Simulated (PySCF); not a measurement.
**How methods differ on the ionisation energy of Cs⁴¹⁺**

Cs⁴¹⁺ [Ne] 3s2 3p2 (3P) → Cs⁴²⁺ [Ne] 3s2 3p1 (2P), as a difference of total energies. All numbers are calculated (PySCF 2.14, scalar relativity by spin-free X2C-1e, in an uncontracted even-tempered set (18 s from 7.7 bohr⁻², ratio 2.5; 12 p from 10 bohr⁻², ratio 2.5; 4 d from 40 bohr⁻², ratio 2.7; 4 f from 60 bohr⁻², ratio 2.7)). Correlated levels: outer shells: 1s2 frozen; virtual orbitals above 40 to 60 times the deepest correlated orbital energy dropped. The calculations carry no spin-orbit coupling.

```tsv
method	ionisation energy (eV)
UHF	3068.5
LDA	3069.8
PBE	3070.4
PBE0	3070.3
r2SCAN	3070.7
B3LYP	3070.9
TPSSh	3070.4
MP2 (outer shells)	3069.0
SCS-MP2 (outer shells)	3068.8
```

Spin-orbit coupling is strong in these open shells (close to jj coupling). The scalar numbers leave it out and a first-order estimate fails, so it can dominate the gap to the real levels.

Breit and QED terms and the two-electron picture change are absent.

For comparison: 3118 ± 4 eV (theoretical estimate listed by NIST; NIST Atomic Spectra Database, ionization energies).
